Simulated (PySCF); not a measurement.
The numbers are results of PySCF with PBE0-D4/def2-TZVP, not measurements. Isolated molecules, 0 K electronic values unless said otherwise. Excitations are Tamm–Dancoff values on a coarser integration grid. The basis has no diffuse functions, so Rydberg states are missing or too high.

Reference species (SMILES): `C#CNC` (neutral, multiplicity 1).

- T1 excitation (TDA) = 5.03 eV
- HOMO = -6.22 eV
- dipole moment = 1.87 D

Changed species: `N#CCC`.

### Question
Give the shifts of the T1 excitation (TDA), HOMO and dipole moment.

### Answer
the T1 excitation (TDA) rises by 1.34 eV, to 6.37 eV; the HOMO falls by 3.09 eV, to -9.31 eV; the dipole moment goes up by 2.25 D, to 4.12 D.
